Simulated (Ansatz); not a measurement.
Reaction (redistribution): `S[SiH]1[NH][GeH2]1` + `[SiH3][O][InH][O][SiH3]` → `[NH]1[SiH2][GeH2]1` + `[SiH3][O][In]([SH])[O][SiH3]`

Gas-phase electronic energies from Ansatz, PBE0-D4/def2-TZVP geometries. CCSD(T)/CBS adds triple-zeta CCSD(T) − MP2 to the extrapolated MP2 energy (def2 sets, frozen cores). Elements past krypton have def2 core potentials. For Ge, In outer-core shells are correlated without core-valence functions, which leaves a few kJ/mol of doubt a bond. Scalar relativity is left out up to krypton. One conformer a species, not always the lowest.

`S[SiH]1[NH][GeH2]1`:

```xyz
9

S     1.947    1.093   -1.187
Si    0.617   -0.330   -0.319
N    -0.054    0.057    1.180
Ge   -1.610    0.041    0.108
H     2.615    0.165   -1.892
H     1.200   -1.674   -0.576
H     0.199    0.235    2.136
H    -2.274    1.427    0.002
H    -2.642   -1.015    0.549
```

`[SiH3][O][InH][O][SiH3]`:

Z-matrix (Å, degrees):
```
Si
O 1 1.629
H 1 1.492 2 111.6
H 1 1.489 2 111.2 3 -120.6
H 1 1.488 2 109.1 3 119.6
In 2 1.969 1 139.7 3 31.5
O 6 1.969 2 110.2 1 7.5
H 6 1.681 2 124.9 1 -172.5
Si 7 1.629 6 139.6 2 7.3
H 9 1.489 7 111.2 6 -89.1
H 9 1.492 7 111.6 6 31.5
H 9 1.488 7 109.1 6 151.2
```

`[NH]1[SiH2][GeH2]1`:

Cartesian coordinates in Å:
```
N -0.508 0.834 0.157
Si 0.457 0.179 -1.082
Ge -0.050 -0.815 0.921
H -1.043 1.651 0.393
H -0.183 -0.210 -2.368
H 1.781 0.795 -1.370
H -1.255 -1.744 1.153
H 0.801 -0.690 2.196
```

`[SiH3][O][In]([SH])[O][SiH3]`:

```xyz
13

Si    1.021   -1.557   -1.517
O    -0.298   -0.621   -1.740
In   -1.237    0.787   -0.745
S    -3.018    2.017   -1.642
O    -0.588    1.116    1.083
Si    0.485    0.436    2.108
H     1.587   -1.916   -2.844
H     2.067   -0.841   -0.731
H     0.672   -2.808   -0.788
H    -3.155    2.725   -0.507
H     0.050    0.698    3.506
H     1.847    1.005    1.913
H     0.568   -1.040    1.905
```

```json
{"species": "`S[SiH]1[NH][GeH2]1`", "HF/CBS(def2) energy (Eh)": "-2819.32832"}
{"species": "`[SiH3][O][InH][O][SiH3]`", "HF/CBS(def2) energy (Eh)": "-921.11698"}
{"species": "`[NH]1[SiH2][GeH2]1`", "HF/CBS(def2) energy (Eh)": "-2421.73137"}
{"species": "`[SiH3][O][In]([SH])[O][SiH3]`", "HF/CBS(def2) energy (Eh)": "-1318.72051"}
```

(1) Work out ΔE.

Largest T1 diagnostic among the species: 0.015.

Results:

(1) ΔE = (-2421.73137) + (-1318.72051) − (-2819.32832) − (-921.11698) = -0.00658 Eh = -17.3 kJ/mol. CCSD(T)/CBS gives -9.4 kJ/mol.

The D4 term adds +4.1 kJ/mol with B3LYP and +1.9 kJ/mol with PBE0; it sums over pairs of atoms, weighted by their polarisabilities, and B3LYP, whose exchange is more repulsive, gets the larger term. In def2-TZVPP, CCSD(T) changes the Hartree–Fock value by +8.3 kJ/mol (the triples alone add +0.9 kJ/mol) and MP2 by +8.5 kJ/mol.

B3LYP here is the variant with VWN-RPA as its local correlation; programs differ in this.
